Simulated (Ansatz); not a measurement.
Input:

```yaml
crystal:
  periodic: [false, false, false]
  atoms:
    - { symbol: Al, position_ang: [0.0, 0.0, 0.0] }
    - { symbol: F, position_ang: [0.0, 0.0, 2.04] }
    - { symbol: H, position_ang: [1.351, 0.0, -0.78] }
    - { symbol: Cl, position_ang: [-1.9312, 0.0, -1.115] }
    - { symbol: Br, position_ang: [-0.3471, -2.5482, 0.8545] }
    - { symbol: H, position_ang: [-0.1605, -1.1783, 1.9844] }
basis:
  gaussian: { orbitals: def2-SVP }
hamiltonian:
  xc: hf
relax:
  f_tol: 0.15
  max_steps: 25
  restrain:
    - { distance: [0, 4], at: 3.61, k: 30.0 }
    - { distance: [5, 1], at: 2.12, k: 30.0 }
    - { distance: [0, 1], at: 1.69, k: 30.0 }
    - { distance: [5, 4], at: 1.55, k: 30.0 }
```

Command:

```bash
$ ansatz run input.yaml --threads 1 --pin off --max-ram 2048MiB --backend cpu --events-out ev --progress --plain --runs-dir out
```

Hardware: 1 thread of Intel(R) Xeon(R) 6975P-C (Granite Rapids), with other jobs on the host.

Question: Roughly how long does this run take, and how much memory?

Answer: 14 s, with a peak of 0.2 GiB, for 8 ionic steps.
